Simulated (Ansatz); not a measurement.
One change: `F/C=C(\[SiH3])CF` becomes `C=C([SiH3])CF`.

Ansatz, PBE0-D4/def2-TZVP geometries, multiplicity 1. Each molecule was computed in one conformer, which needn't be the lowest.

```csv
property,`F/C=C(\[SiH3])CF`
HOMO–LUMO gap (B3LYP/def2-TZVPP) / eV,6.75
LUMO energy (ωB97M-V/def2-TZVPP) / eV,1.61
size of the dipole moment (PBE/def2-TZVPP) / D,1.07
HOMO–LUMO gap (PBE/def2-TZVPP) / eV,5.01
LUMO energy (PBE/def2-TZVPP) / eV,-1.39
LUMO energy (B3LYP/def2-TZVPP) / eV,-0.67
```

(1) Give the same properties after the change, and the shifts. (An estimate is asked.)

Results:

(1) The calculation gave: 
```tsv
property	`C=C([SiH3])CF`	shift
HOMO–LUMO gap (B3LYP/def2-TZVPP) / eV	6.98	0.23
LUMO energy (ωB97M-V/def2-TZVPP) / eV	1.66	0.05
size of the dipole moment (PBE/def2-TZVPP) / D	0.92	-0.15
HOMO–LUMO gap (PBE/def2-TZVPP) / eV	5.29	0.28
LUMO energy (PBE/def2-TZVPP) / eV	-1.44	-0.05
LUMO energy (B3LYP/def2-TZVPP) / eV	-0.66	0.01
```

Dipoles are sizes alone; their direction can turn.

B3LYP here is the variant with VWN-RPA as its local correlation; programs differ in this.
